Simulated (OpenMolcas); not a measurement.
**Ba I: effect of the active space**

- Program: OpenMolcas
- Method: SS-CASPT2, IPEA 0.25 Eh, imaginary shift 0.1 Eh
- Basis: ANO-RCC-VTZP
- Scalar Hamiltonian: DKH2, point nucleus
- Spin-orbit coupling: RASSI with atomic mean-field integrals over the reference wave functions, term energies averaged over their components

A. 2 electrons in 4 orbitals (6s 6p); 2S+1 = 3 even, 3 roots; 2S+1 = 1 even, 6 roots; 2S+1 = 3 odd, 3 roots; 2S+1 = 1 odd, 3 roots; closed shells correlated: 5s 5p; CASPT2 step of the order of 4 core-seconds
B. 2 electrons in 8 orbitals (6s 6p 7s 7p); 2S+1 = 3 even, 1 root; 2S+1 = 1 even, 7 roots; 2S+1 = 3 odd, 3 roots; 2S+1 = 1 odd, 3 roots; closed shells correlated: 5s 5p; CASPT2 step about 8 core-seconds
C. 2 electrons in 9 orbitals (5d 6s 6p); 2S+1 = 3 even, 18 roots; 2S+1 = 1 even, 21 roots; 2S+1 = 3 odd, 18 roots; 2S+1 = 1 odd, 18 roots; closed shells correlated: 5s 5p; CASPT2 step of the order of 70 core-seconds

Energies in cm-1 above 6s2 1S0, the measured ground level; measured values from NIST Handbook of Basic Atomic Spectroscopic Data.

```json
{"Level": "6s2 1S0", "A": "0.0", "B": "0.0", "C": "0.0", "Measured": "0.0"}
{"Level": "6s 6p 3P* 0", "A": "11850", "B": "11930", "C": "12140", "Measured": "12266"}
{"Level": "6s 6p 3P* 1", "A": "12120", "B": "12190", "C": "12330", "Measured": "12637"}
{"Level": "6s 6p 3P* 2", "A": "12660", "B": "12740", "C": "12730", "Measured": "13515"}
{"Level": "6s 6p 1P* 1", "A": "21550", "B": "21030", "C": "17820", "Measured": "18060"}
```

Deviations, from unrounded energies. A percentage is the sum of absolute deviations over the sum of measured energies, with the sign that they share, or ± where signs differ.

```tsv
Against measurement	Levels	A	B	C
mean absolute deviation (cm-1)	4	1300	1100	360
other configurations (%)	4	±9.3	±8.0	-2.6
```

C lies closest to measurement on these levels and A furthest from it. The largest miss of C in the table is 6s 6p 3P* 2, by -780 cm-1. The ranking rests on the paired levels alone, and a cruder setting can come out closer through cancelling errors.

Among A to C the level of the table that moves most is 6s 6p 1P* 1, by 3700 cm-1 (lowest in C, highest in A). Moves below CASPT2's spread within the term are not significant.

The run also gave levels led by 6s 7s, which use shells meant for correlation; these and all levels above them are left out (holds for B). Measured partners are found by configuration, term and J. A level has none where our copy of the source lacks it or the pairing is in doubt (some pairs that miss far off the trend of their configuration count as doubtful), and it then counts in no deviation. Levels of configurations outside the active space are missing. Levels that lie high or do not pair safely by name in every column are left out.

* marks odd parity.
